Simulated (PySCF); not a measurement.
O$_{3}$S, triplet (typed; the unrestricted solution is spin-contaminated), at a GFN2-xTB geometry (a higher spin typed on purpose: for a closed-shell molecule this is an excited state). Base run: HF/6-31G run with PySCF.

The PySCF input:
```python
from pyscf import gto, scf, solvent

mol = gto.M(
    atom='''
O    -0.64972614   -1.25153793   -0.21775270
S    -0.01021287   -0.00142809    0.28134405
O    -0.74901694    1.19633970   -0.20893163
O     1.41916882    0.05805441   -0.13600378
''',
    basis='6-31g',
    spin=2,
    verbose=4,
)

mf = scf.UHF(mol)
mf.kernel()
```

Each row names what was changed in the base input (with any setting that the change needs).

```json
[
 {"change": "base", "ΔE vs base (kJ/mol)": "0.00", "dipole (D)": "2.03"},
 {"change": "model = IEF-PCM; solvent = dimethylsulfoxide; vdw_scale = 1.0", "ΔE vs base (kJ/mol)": "-83.2", "dipole (D)": "2.75"},
 {"change": "model = IEF-PCM; solvent = acetonitrile", "ΔE vs base (kJ/mol)": "-32.9", "dipole (D)": "2.43"},
 {"change": "model = IEF-PCM; solvent = dimethylsulfoxide; vdw_scale = 1.4", "ΔE vs base (kJ/mol)": "-16.45", "dipole (D)": "2.28"},
 {"change": "model = IEF-PCM; solvent = toluene", "ΔE vs base (kJ/mol)": "-15.43", "dipole (D)": "2.22"},
 {"change": "model = IEF-PCM; solvent = dimethylsulfoxide; r_probe = 0.5", "ΔE vs base (kJ/mol)": "-12.41", "dipole (D)": "2.24"},
 {"change": "model = IEF-PCM; solvent = dimethylsulfoxide; lebedev_order = 41", "ΔE vs base (kJ/mol)": "-33.4", "dipole (D)": "2.44"},
 {"change": "model = IEF-PCM; solvent = methanol", "ΔE vs base (kJ/mol)": "-32.7", "dipole (D)": "2.43"},
 {"change": "model = IEF-PCM; solvent = dimethylsulfoxide; vdw_scale = 1.1", "ΔE vs base (kJ/mol)": "-51.1", "dipole (D)": "2.57"},
 {"change": "model = IEF-PCM; solvent = dimethylsulfoxide", "ΔE vs base (kJ/mol)": "-33.3", "dipole (D)": "2.44"},
 {"change": "model = SS(V)PE; solvent = dimethylsulfoxide", "ΔE vs base (kJ/mol)": "-33.1", "dipole (D)": "2.44"},
 {"change": "model = IEF-PCM; solvent = dimethylsulfoxide; lebedev_order = 11", "ΔE vs base (kJ/mol)": "-32.6", "dipole (D)": "2.43"}
]
```

The base is the gas phase, so ΔE is the electrostatic part of solvation at a fixed geometry, without cavity and dispersion terms.

Open shells are given as the SCF converged; they aren't shown to be the lowest states, and a large step between rows can be another state.
